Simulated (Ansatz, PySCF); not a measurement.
This PySCF input computes a CCSD(T)/cc-pVDZ energy:

```python
from pyscf import gto, scf, mp, cc as ccmod

mol = gto.M(
    atom='''
    B    -0.00000000   -0.00000000   -0.78400376
    B     0.00000000    0.00000000    0.78400376
    ''',
    basis='cc-pvdz',
    charge=0,
    spin=2,
    symmetry='D2h',
    verbose=4,
)

mf = scf.UHF(mol)
mf.conv_tol = 1e-10
mf.max_cycle = 100
mf.kernel()
mp2 = mp.MP2(mf, frozen=2).run()
cc = ccmod.CCSD(mf, frozen=2)
cc.max_cycle = 100
cc.kernel()
et = cc.ccsd_t()
print(f'E(CCSD(T)) = {cc.e_tot + et:.9f}')
```

Q: Write an input for the same energy in Ansatz (an electronic-structure program) and say what it gives.

A: 
Ansatz 0.2 input:
```yaml
crystal:
  periodic: [false, false, false]
  atoms:
    - {symbol: B, position_ang: [-0.00000000, -0.00000000, -0.78400376]}
    - {symbol: B, position_ang: [0.00000000, 0.00000000, 0.78400376]}
basis:
  gaussian:
    orbitals: cc-pVDZ
magnetization: {spin_polarized: true, initial_magnetization: 2}
correlation: {method: ccsd_t, electrons: outside_noble_gas}
```
It gives -49.26497 Eh, and PySCF -49.26960 Eh, a difference of 4.63 mEh. That is more than fitting and grids explain: the two runs ended on different electronic states or use different definitions.
